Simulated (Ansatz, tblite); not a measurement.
Forces on the cluster Pb₅Se₁₀ at its PBE-D4/def2-SVP geometry. Total charge 0; singlet.

In the def2 sets Pb takes a core potential; there is no spin–orbit coupling. The xTB rows come from tblite. Single mean-field runs in def2-SVP are fitted with def2-universal-jkfit. Another isomer (singlet) lies 1.32 eV lower at PBE0-D4/def2-TZVP; other spin states weren't run for this one.

GFN1-xTB (tblite), largest force 1.22 eV/Å:

```xyz
15
positions Å, forces eV/Å
Pb   -2.460    0.179    0.212    0.845   -0.084    0.193
Pb   -1.725   -1.032   -4.026    0.539   -0.706    0.693
Pb    1.055   -1.373   -1.042   -0.729    0.218   -0.052
Pb    0.970    2.734    2.862   -0.208   -0.416   -1.120
Pb    1.012   -0.726    3.556    0.072    0.316   -0.905
Se    1.844    4.631    1.018   -0.372   -0.737   -0.056
Se   -1.271    2.854    1.040    0.785   -0.594   -0.016
Se   -0.751    0.686   -2.056    0.012   -1.073    0.513
Se   -1.778   -3.469   -2.517    0.212    0.784    0.292
Se    0.263   -3.022   -3.690   -0.424    0.777    0.547
Se   -1.352   -2.580    0.021    0.404    1.035   -0.507
Se   -1.359   -1.400    2.414    0.284    0.221   -0.872
Se    0.624    3.165   -0.452   -0.121   -0.047    0.705
Se    1.957    0.718    0.890   -0.528   -0.139    0.687
Se    2.970   -1.365    1.771   -0.771    0.444   -0.102
```

GFN2-xTB (tblite), largest force 0.92 eV/Å:

```
Pb 0.336 0.015 0.158
Pb 0.399 -0.483 0.364
Pb -0.269 0.043 -0.017
Pb -0.099 0.096 -0.528
Pb -0.039 -0.156 -0.497
Se -0.280 -0.521 -0.118
Se 0.361 -0.218 0.030
Se -0.241 -0.882 -0.088
Se 0.170 0.370 -0.475
Se -0.533 0.402 0.340
Se 0.424 0.476 -0.250
Se 0.196 0.365 0.093
Se -0.082 0.660 0.458
Se 0.146 -0.523 0.523
Se -0.489 0.357 0.006
```

PBE-D4/def2-SVP (Ansatz), largest force 0.03 eV/Å:

```
Pb -0.008 0.008 0.012
Pb -0.001 -0.007 -0.006
Pb 0.007 -0.012 0.011
Pb 0.006 -0.023 -0.006
Pb 0.012 -0.017 0.001
Se 0.006 0.004 -0.013
Se -0.013 -0.003 -0.005
Se -0.004 0.007 -0.009
Se -0.009 0.006 0.003
Se 0.009 0.001 0.005
Se 0.018 -0.017 -0.014
Se -0.011 0.013 0.011
Se 0.009 0.023 0.008
Se -0.015 0.024 0.004
Se -0.006 -0.005 -0.001
```
